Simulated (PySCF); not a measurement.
Level of theory: PySCF with PBE-D3(BJ)/def2-TZVP // PBE0-D3(BJ)/def2-SVP. Isolated molecules, 0 K electronic values unless said otherwise. Delta-SCF ions had no search for a lower state. Excitations are Tamm–Dancoff values on a coarser integration grid. The basis has no diffuse functions, so Rydberg states are missing or too high.

Reference species (SMILES): `[SiH3]c1c(Cl)ccc2ccsc12` (neutral, multiplicity 1).

```yaml
T1 excitation (TDA): 3.13 eV
brightest of the four lowest singlets (TDA): 4.94 eV
LUMO: -2.09 eV
vertical ionisation energy (Delta-SCF): 7.88 eV
```

Changed species: `[SiH3]c1cc2ccsc2cc1Cl`.

Problem. Predict the effect on the T1 excitation (TDA), brightest of the four lowest singlets (TDA), LUMO and vertical ionisation energy (Delta-SCF).

Solution. the T1 excitation (TDA) goes up by 0.07 eV, to 3.20 eV; the brightest of the four lowest singlets (TDA) goes up by 0.05 eV, to 4.99 eV; the LUMO increases by 0.07 eV, to -2.02 eV; the vertical ionisation energy (Delta-SCF) rises by 0.05 eV, to 7.93 eV.
